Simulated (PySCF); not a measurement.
C4H9ClSi, SMILES [C@H]1(C[C@@H]1Cl)C[SiH3].

Geometry: B3LYP-D3(BJ)/def2-SVP. The structure was generated by enumeration; whether it is a known compound was not checked. The values are those of a single conformer.

Calculation: HF/def2-TZVP run with PySCF.

Problem. Estimate the frontier levels, gap, dipole moment and polarisability. (Estimate from the structure and the level; the computed values follow.)

Solution. 
| Property | Result |
|---|---|
| highest occupied level | -10.61 eV |
| lowest empty level | 3.35 eV |
| orbital gap | 13.96 eV |
| dipole moment | 1.65 D |
| quadrupole, principal values (traceless, Buckingham form, about the centre of nuclear charge) | -9.49, 2.71, 6.78 D·Å |
| mean static polarisability | 79.9 bohr³ (11.84 Å³) |
| polarisability, principal values | 69.0, 77.9, 92.9 bohr³ |
